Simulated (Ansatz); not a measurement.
Sn₄Ge⁻, relaxed as a doublet with UKS r2SCAN-D4/def2-SVPD in Ansatz, starting from the GFN1-xTB geometry. Force threshold 0.02 eV/Å.

In the def2 sets Sn takes a core potential; there is no spin–orbit coupling. Another isomer (doublet) lies 0.25 eV lower at PBE0-D4/def2-TZVPD; other spin states weren't run for this one.

Start:

Cartesian coordinates in Å:
```
Ge 0.898 1.088 0.094
Sn 0.075 -1.575 0.661
Sn -0.243 0.918 0.089
Sn -0.248 0.913 0.070
Sn -0.482 -1.344 -0.914
```

```
         step  energy (eV)  largest force component (eV/Å)  SCF passes
            1  261697.9801                    17862300.267          49
            2  -73108.6367                       34489.083         104
            3  -73164.9728                       34103.135          61
            4  -73190.7638                       33958.077          76
            5  -77201.7134                       12278.442          95
            6  -78377.8340                        5817.608          89
            7  -79005.2541                        2965.587          63
            8  -79395.2907                        1347.385          56
            9  -79594.9961                         593.317          58
           10  -79712.4034                         242.123          38
           11  -79780.1759                         105.790          34
           13  -79812.6637                          49.502          32
           15  -79839.0529                          20.803          32
           17  -79847.3126                           9.087          62
           19  -79849.5277                           3.529          44
           21  -79851.1085                           1.127          39
           23  -79851.4426                           0.345          44
25 (rejected)  -79851.4248                           0.500          39
           27  -79851.5177                           0.068          33
           29  -79851.5187                           0.012          36
           30  -79851.5187                           0.004          23
```

Force components are those of the run's own axes.

End:

```xyz
5

Ge    1.097    0.902    1.640
Sn    0.546   -1.496    0.557
Sn   -1.576    0.698    0.692
Sn    0.967    0.980   -1.111
Sn   -1.034   -1.085   -1.778
```

Bonds lost: Ge1–Sn5 (atoms count from 1).

The force fell under the threshold at step 29, but the optimiser went on. No frequencies were taken in this run, so the end may be a saddle point.

Run time 10 min (4 threads of Arm Neoverse V2 on a shared host), peak host memory 0.71 GiB.
